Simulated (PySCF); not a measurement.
**Worked example: oscillator strength and radiative lifetime**

CH10FNSi3, SMILES N[SiH2][Si@@H](F)C[SiH3].

Coordinates come from a B3LYP-D3(BJ)/def2-SVP optimisation. The structure was generated by enumeration; whether it is a known compound was not checked. One conformer was computed; it need not be the lowest.

TDA-PBE/def2-SVPD (PySCF) puts the first singlet state with f over 0.02 at 5.97 eV (vertical), with the transition dipole (0.330, -0.337, -0.016) in atomic units.

### Question
Find the oscillator strength, the wavelength and the radiative lifetime that this transition would have in vacuum if emission retraced absorption.

### Answer

|μ|² = 0.2227 au, so |μ| = 1.20 D. ΔE = 5.97/27.211 = 0.2194 hartree. f = (2/3) ΔE |μ|² = 0.033 (the program prints 0.033).
λ = 1239.84/5.97 = 208 nm; ν = 48151 cm⁻¹.
Einstein's coefficient A = 0.6670 ν² f s⁻¹ (ν in cm⁻¹) = 5.0e7 s⁻¹, so τ = 1/A = 20 ns. This state is S4; the lower singlets have f = 0.007, 0.008, 0.001. The figure is the radiative limit of this one transition; relaxation, internal conversion, crossing to triplets and a medium change what is measured.
